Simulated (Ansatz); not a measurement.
Species: C2H8OSi, SMILES `CC[SiH2]O` (C–C–Si–O torsion 178°, C–Si–O–H torsion 71°) with one electron removed (charge 1, multiplicity 2), formula C₂H₈OSi.

### Question
How many basis functions does frozen-core CCSD(T)/def2-TZVPP // PBE0-D4/def2-TZVP (Ansatz, a first-principles code) use, how many core orbitals are frozen, and how many electrons are correlated?

### Answer
247 basis functions and 8 frozen orbitals, which leaves 25 correlated electrons. Core time is of the order of hours.
